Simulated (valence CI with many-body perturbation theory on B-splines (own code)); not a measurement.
# N in brief

Level of theory: valence CI with perturbative core correlation (CI+MBPT): five valence electrons over a frozen Dirac-Fock core [He], a basis of 10 s, 10 p, 9 d, 7 f, 4 g, 2 h functions for each j, with the one-electron correlation potential Σ1, the two-electron term Σ2, the three-electron term Σ3, Breit, model QED; selected CI, second order for the rest, scaled by the run's own slope (own B-spline code, finite nucleus).

Set against measurement, 40 paired levels are off by 85 cm⁻¹ on average, the worst by 169. These come from a selection out of the NIST Handbook of Basic Atomic Spectroscopic Data. Levels without a partner in it may be off by more. Among the levels kept, up to 960 cm⁻¹ of a level comes from second order outside the variational space, and about a tenth of that is noise between levels of different J, which matters for small intervals.

Rates and lifetimes use the calculated energies. Strong lines usually hold to 10 to 20 %, long lifetimes can be off by a factor of two.

(1) What is the ground level?

(2) Name the longest-lived excited levels whose lifetime is computed, and their main decay.

(3) Where does the other parity begin?

(4) What are the static dipole polarisabilities of the lowest levels?

(5) How well does LS coupling describe the low levels?

(6) What is the ionisation energy?

(7) Among levels below 109411 cm⁻¹, which E1 lines absorb most strongly from the ground level?

## Answers

(1) 2s2 2p3 4S°_3/2, composition 96 % 2s2 2p3 4S°, g = 2.002.

(2) 2s2 2p3 2D°_3/2 at 19341 cm⁻¹ lives 24200 s, mostly by M1 to 2s2 2p3 4S°_3/2; 2s2 2p3 2P°_1/2 at 29007 cm⁻¹ lives 10.9 s, mostly by E2 to 2s2 2p3 2D°_3/2; 2s2 2p3 2P°_3/2 at 28991 cm⁻¹ lives 10.4 s, mostly by E2 to 2s2 2p3 2D°_5/2. The lifetime of 2s2 2p3 2D°_5/2 is too uncertain to give, and may be longer.

(3) At 2s2 2p2 3s 4P_1/2, 83195 cm⁻¹.

(4) 2s2 2p3 4S°_3/2 7.14; 2s2 2p3 2D°_5/2 7.61 (tensor -0.17); 2s2 2p3 2D°_3/2 7.60 (tensor -0.13); 2s2 2p3 2P°_3/2 8.12 (tensor 0.18) bohr³, of which the core gives 0.00463. The recommended value for the atom is 7.4 ± 0.2 bohr³ (Schwerdtfeger and Nagle, table of static dipole polarizabilities (2023 update)).

(5) Among the lowest 20 levels the leading LS term, summed over configurations, holds 100 % on average. For single configurations the figures are 88 % in LS and 53 % in jj coupling. Terms hardly mix: every one of these levels is at least 95 % one term.

(6) 14.519 eV; NIST lists 14.5341 eV (measured).

(7) to 2s2 2p2 3s 4P_5/2 at 120.1 nm, f = 0.134; to 2s2 2p2 3s 4P_3/2 at 120.1 nm, f = 0.0890; to 2s2 2p2 3s 4P_1/2 at 120.2 nm, f = 0.0442.
